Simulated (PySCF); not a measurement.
F2OSi. Atoms are numbered in the order given.

```xyz
4

Si     0.0000     0.0000     0.1307
O      0.0000     0.0000     1.6353
F      0.0000     1.2436    -0.8284
F      0.0000    -1.2436    -0.8284
```

Geometry: B3LYP-D3(BJ)/def2-TZVP.

Method: TDDFT-PBE/def2-SVPD (PySCF).

Vertical excitations. Gas-phase values at a fixed geometry. State labels are in the subgroup C2v.

```tsv
state	symmetry	energy (eV)	λ (nm)	f	main pairs
S1	B2	4.86	255	0.017	HOMO→LUMO 100 %
S2	B1	5.42	229	0.038	HOMO−1→LUMO 99 %
S3	A2	6.13	202	0.000	HOMO→LUMO+1 100 %
S4	A1	6.64	187	0.012	HOMO−2→LUMO 69 %, HOMO−1→LUMO+1 31 %
S5	A1	7.87	158	0.168	HOMO−1→LUMO+1 55 %, HOMO−2→LUMO 25 %, HOMO→LUMO+3 16 %
S6	B1	8.08	153	0.019	HOMO−2→LUMO+1 98 %
S7	B2	8.33	149	0.020	HOMO−3→LUMO 99 %
S8	A2	8.71	142	0.000	HOMO−4→LUMO 100 %
S9	B2	9.07	137	0.007	HOMO→LUMO+2 100 %
S10	A1	9.38	132	0.007	HOMO−5→LUMO 100 %
T1	B2	4.48	277	0	HOMO→LUMO 100 %
T2	B1	4.74	262	0	HOMO−1→LUMO 98 %
T3	A1	5.61	221	0	HOMO−1→LUMO+1 75 %, HOMO−2→LUMO 23 %
T4	A2	5.77	215	0	HOMO→LUMO+1 99 %
```
Triplets are in the Tamm–Dancoff approximation, which puts them higher than full response would, so one can lie above its singlet here.
